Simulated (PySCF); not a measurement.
Computed shifts of a molecule CH₇FN₂Si, PySCF with PBE/pcSseg-1, GIAO, gas phase, atoms alike by connectivity averaged where their shifts nearly agree, in ppm (number of nuclei): ¹³C: 31.6 (1). ¹⁵N: 56.1 (1), 27.3 (1). ²⁹Si: -29.6 (1). ¹⁹F: -169.3 (1). ¹H: 5.29 (1), 3.00 (3), 1.25 (1), 0.70 (1), 0.53 (1). References: ¹³C against TMS (σ = 182.0 ppm); ¹⁵N against NH3 (σ = 267.0 ppm); ²⁹Si against TMS (σ = 335.4 ppm); ¹⁹F against CFCl3 (σ = 133.6 ppm); ¹H against TMS (σ = 31.49 ppm), references at their B3LYP-D3(BJ)/def2-TZVP geometries, non-relativistic. Coordinates come from a r2SCAN-D4/def2-SVP optimisation. The values are those of a single conformer.

Identify the compound among the candidates.
A) N[SiH](N)CF
B) C[Si](N)(N)F
C) NC[Si@H](N)F
D) CN[Si@H](N)F

D, CN[Si@H](N)F
